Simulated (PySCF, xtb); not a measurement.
RuO4, SMILES [O]=[Ru](=[O])(=[O])=[O], multiplicity 1.

Harmonic wavenumbers (cm⁻¹) from GFN2-xTB run with xtb at its own minimum, in rising order: 309, 309, 309, 310, 311, 791, 873, 873, 873.

### Question
What does B3LYP-D3(BJ)/def2-SVP (PySCF 2.14.0) give at its own minimum? (Estimate from the structure and the level; the computed values follow.)

### Answer
338, 338, 361, 361, 361, 974, 996, 996, 996. Paired by order, the mean absolute difference is 85 cm⁻¹ and the zero-point energies are 7.1 and 8.2 kcal/mol.
